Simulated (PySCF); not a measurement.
## Correlation energy of Hg²⁺ (mercury, charge +2)

[Xe] 4f14 5d9 6p1, one real determinant (an excited configuration). Calculation: PySCF 2.14, in aug-cc-pVDZ-PP with ECP60MDF (5s5p4d2f, 54 functions); a scalar-relativistic core potential. Frozen: 5s2 5p6; 10 electrons correlated.

```
  level  correlation energy (mhartree)
   CCSD                        -228.43
    (T)                          -4.39
CCSD(T)                        -232.82
```

Diagnostics: T1 = 0.0077, D1 = 0.0283, largest double amplitude 0.061.

Is a single reference adequate?

Yes, within this model without spin-orbit coupling: T1 lies below 0.03 and no double amplitude reaches 0.07.

The reference is one real determinant that mixes LS terms of this configuration.
